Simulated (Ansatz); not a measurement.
Consider the hydrogenolysis of a Ga–F bond: `[F][Ga]([F])[Br]` + H₂ → `[F][GaH][Br]` + H–F.

Gas-phase electronic energies from Ansatz, PBE0-D4/def2-TZVP geometries. CBS: MP2 limit from def2 TZ/QZ plus the TZ coupled-cluster correction, frozen cores. This one scheme is used for every species. DFT in def2-TZVPP. For Br, Ga outer-core shells are correlated without core-valence functions, which leaves a few kJ/mol of doubt a bond. Scalar relativity is left out up to krypton.

`[F][Ga]([F])[Br]`:

Z-matrix (Å, degrees):
```
Ga
F 1 1.731
Br 1 2.237 2 122.0
F 1 1.731 2 115.9 3 -180.0
```

H₂:

```xyz
2

H     0.150    0.144   -0.310
H    -0.150   -0.144    0.310
```

`[F][GaH][Br]`:

```xyz
4

F    -0.675   -0.242   -1.585
Ga    0.103    0.138   -0.069
Br   -0.566   -1.177    1.650
H     1.138    1.280    0.005
```

H–F:

Cartesian coordinates in Å:
```
F 0.005 0.356 -0.291
H -0.005 -0.356 0.291
```

```csv
species,PBE energy (Eh)
`[F][Ga]([F])[Br]`,-4698.06222
H₂,-1.16614
`[F][GaH][Br]`,-4598.81897
H–F,-100.39340
```

Q: Work out ΔE.

A: ΔE = (-4598.81897) + (-100.39340) − (-4698.06222) − (-1.16614) = 0.01599 Eh = +10.0 kcal/mol. CCSD(T)/CBS gives +9.9 kcal/mol.

Largest T1 diagnostic among the species: 0.012.

Leaving LDA and LC-ωPBE aside and taking each functional with its dispersion term where it has one, the values, not all of them listed here, spread over 3.2 kcal/mol, from PBE0-D4 to r2SCAN-D4. LDA lies −2.1 kcal/mol from PBE without D4. From PBE to PBE0 (25 % exact exchange), in def2-TZVPP and without D4, ΔE moves by −1.0 kcal/mol. In def2-TZVPP, CCSD(T) changes the Hartree–Fock value by +0.8 kcal/mol (the triples alone add +0.6 kcal/mol) and MP2 by +1.8 kcal/mol.
